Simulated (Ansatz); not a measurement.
Molecule: sum formula HSO, net charge 0, doublet state. It need not be the lowest isomer of its formula. SMILES: [S]O
Geometry from a B3LYP-D3(BJ)/def2-TZVP (Ansatz, an electronic-structure program) optimisation:
```xyz
3

O     -0.0524     0.0068    -1.0363
S     -0.0259    -0.0170     0.6033
H      0.8344     0.2184    -1.3626
```
Charge 0, spin multiplicity 2.

Computed values are from Ansatz. Valence correlation only, unless marked. Open shells are spin-unrestricted. No spin-orbit coupling. Non-relativistic. Basis-set limits of correlation are two-point, X^-3; Hartree-Fock from the larger set.

Problem. What is the atomisation energy De at CCSD(T)/CBS(def2-TZVPPD,def2-QZVPPD)?

Solution. 776.5 kJ/mol.

Problem. What is the vertical electron affinity (to the singlet; negative means unbound) at CCSD(T)/CBS(def2-TZVPPD,def2-QZVPPD)?

Solution. 1.45 eV.

Problem. What is the vertical ionisation energy (to the triplet) at CCSD(T)/CBS(def2-TZVPPD,def2-QZVPPD)?

Solution. 9.73 eV.

Problem. What is the total energy at CCSD(T)/CBS(def2-TZVPPD,def2-QZVPPD)?

Solution. -473.4761 Eh.

Problem. What is the dipole moment at CCSD(T)/aug-cc-pV(D+d)Z?

Solution. 1.60 D.
